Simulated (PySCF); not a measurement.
Two species compared at the same levels of theory.

First species: C₃H₂ClFO.
Structure used (GFN2-xTB), in Å, numbered top down from 1:
```xyz
8
C3H2ClFO angstrom
C     -1.243   -0.065    0.407
C     -0.097    0.421   -0.054
F      0.032    1.720   -0.353
C      1.100   -0.418   -0.270
O      1.170   -1.587   -0.059
Cl     2.469    0.483   -0.889
H     -1.321   -1.111    0.639
H     -2.101    0.567    0.554
```

Second species: C6H4NS (charge +1).
InChI=1S/C6H4NS/c7-5-6-1-3-8-4-2-6/h1-4H/q+1

Levels: CAM-B3LYP/def2-SVPD for HOMO energy, LUMO energy, HOMO–LUMO gap, static isotropic polarisability and electronic spatial extent ⟨r²⟩ about the centre of nuclear charge; TDDFT CAM-B3LYP/def2-SVPD for lowest singlet excitation; TDA CAM-B3LYP/def2-SVPD for lowest triplet excitation (Tamm–Dancoff); GFN2-xTB for rotational constant A and rotational constant C. Geometries: GFN2-xTB. Each structure is a single optimised conformer of the isolated species, non-relativistic unless stated; the electronic structure was computed with PySCF and density fitting.

Dipoles, sizes and rotational constants follow the conformer. The torsions of the flexible species, by atom-mapped SMILES:
- `[CH2:1]=[C:2]([F:3])[C:4](=[O:5])[Cl:6]`: C1–C2–C4–O5 0°

Values for the first species:

* HOMO energy: -10.08 eV
* LUMO energy: -1.55 eV
* HOMO–LUMO gap: 8.53 eV
* Lowest singlet excitation: 4.52 eV
* Lowest triplet excitation (Tamm–Dancoff): 3.39 eV
* Static isotropic polarisability: 55.5 au
* Electronic spatial extent ⟨r²⟩ about the centre of nuclear charge: 664 bohr²
* Rotational constant A: 4.643 GHz
* Rotational constant C: 1.630 GHz

(1) Estimate the same properties for the second species, and the change in each.

Answers

(1) 
```json
{"property": "HOMO energy", "first": "-10.08 eV", "second": "-14.97 eV", "second less first": "-4.89 eV"}
{"property": "LUMO energy", "first": "-1.55 eV", "second": "-7.73 eV", "second less first": "-6.18 eV"}
{"property": "HOMO–LUMO gap", "first": "8.53 eV", "second": "7.24 eV", "second less first": "-1.29 eV"}
{"property": "lowest singlet excitation", "first": "4.52 eV", "second": "4.77 eV", "second less first": "+0.25 eV"}
{"property": "lowest triplet excitation (Tamm–Dancoff)", "first": "3.39 eV", "second": "3.12 eV", "second less first": "-0.27 eV"}
{"property": "static isotropic polarisability", "first": "55.5 au", "second": "85.8 au", "second less first": "+30.3 au"}
{"property": "electronic spatial extent ⟨r²⟩ about the centre of nuclear charge", "first": "664 bohr²", "second": "1098 bohr²", "second less first": "+434 bohr²"}
{"property": "rotational constant A", "first": "4.643 GHz", "second": "5.154 GHz", "second less first": "+0.511 GHz"}
{"property": "rotational constant C", "first": "1.630 GHz", "second": "0.946 GHz", "second less first": "-0.684 GHz"}
```

On the first: The polarisability is 8.22 Å³ as a volume (1 au = 0.148185 Å³), or 1.03 au for each of the 54 electrons. The principal polarisabilities are 36.2, 52.5 and 77.8 au; their mean is the isotropic value.

On the second: No computed singlet falls in the visible range (750 to 380 nm, 1.65 to 3.26 eV); S1 lies 1.51 eV above its blue end. The vertical singlet–triplet gap S1 − T1 is 1.65 eV (TDDFT singlet less Tamm–Dancoff triplet; S1: HOMO−1→LUMO, weight 0.87; T1: HOMO→LUMO, weight 0.91).
